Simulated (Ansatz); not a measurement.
`N[SiH2][SiH2]Cl` → `N[SiH3]` + `[SiH]Cl` at 400 K and 1 bar (silylene formation by 1,1-elimination).

Gas-phase electronic energies from Ansatz, PBE0-D4/def2-TZVP geometries. CCSD(T)/CBS is the MP2 limit (def2-TZVPP, def2-QZVPP) plus CCSD(T) − MP2 in def2-TZVPP, frozen cores. This one scheme is used for every species. One conformer a species, not always the lowest.

```tsv
species	CCSD(T)/CBS energy (Eh)	H − E (kJ/mol)	S (J/(mol·K))
`N[SiH2][SiH2]Cl`	-1096.31710	197.4	394.7
`N[SiH3]`	-346.80422	153.0	285.3
`[SiH]Cl`	-749.43948	35.1	263.9
```

H − E and S are ideal-gas, rigid-rotor, harmonic terms from PBE0-D4/def2-TZVP, for one conformer and one mirror image of each species. 1 Eh = 2625.50 kJ/mol, R = 8.31446 J/(mol·K).

**Question.** By hand: ΔE, ΔH, ΔS and ΔG.

**Answer.** ΔE = (-346.80422) + (-749.43948) − (-1096.31710) = 0.07340 Eh = 192.7 kJ/mol. Δ(H − E) = 153.0 + 35.1 − 197.4 = -9.3, so ΔH = 183.4 kJ/mol. ΔS = 285.3 + 263.9 − 394.7 = 154.5 J/(mol·K). ΔG = 183.4 − 400 × (154.5)/1000 = 121.6 kJ/mol.

**Question.** By hand: the equilibrium constant, and the temperature at which ΔG would vanish if ΔH and ΔS stayed fixed.

**Answer.** log₁₀ K = −ΔG/(RT ln 10) = -15.9. ΔG = 0 at ΔH/ΔS = 1187 K.

The number of gas molecules changes by +1, which sets the sign of ΔS. A doubt of 5 kJ/mol in ΔE shifts log₁₀ K by 0.7 here. Other conformers and mirror images would add mixing entropy, several J/(mol·K) or more a flexible species. Modes under 60 cm⁻¹, often nearly free rotors, make the harmonic entropy too high. These are equilibria of isolated gas molecules and say nothing of rates. Largest T1 diagnostic: 0.013 (customary marks: 0.02 for closed shells, 0.045 for open ones).
